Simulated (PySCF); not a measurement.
## Working out the ionisation energy of Xe⁺

Xe⁺ [Kr] 4d10 5s2 5p5 (2P) → Xe²⁺ [Kr] 4d10 5s2 5p4 (3P). Calculation: PySCF 2.14, in ANO-RCC-VTZP; scalar relativity by spin-free X2C-1e. Frozen: [Kr] 4d10. Energies in hartree (1 hartree = 27.21139 eV):

| part | Xe⁺ (lower) | Xe²⁺ (upper) |
| --- | --- | --- |
| UHF | -7442.798529 | -7442.060031 |
| CCSD correlation | -0.140096 | -0.110695 |
| (T) | -0.003968 | -0.002921 |

Task: What does Hartree-Fock give?

Result: (-7442.060031) − (-7442.798529) = 0.738498 hartree = 20.096 eV.

Task: What do CCSD and CCSD(T) give?

Result: The CCSD correlation energies differ by 0.029401 hartree = 0.800 eV and the triples by 0.001047 hartree = 0.028 eV, so CCSD gives 20.896 eV and CCSD(T) 20.924 eV.

A first-order spin-orbit estimate adds -0.040 eV to CCSD(T) (valence), giving 20.884 eV against 20.975 eV (semi-empirical (NIST evaluation); NIST Atomic Spectra Database, ionization energies).

What remains against the reference includes basis incompleteness, the frozen core and higher excitations.
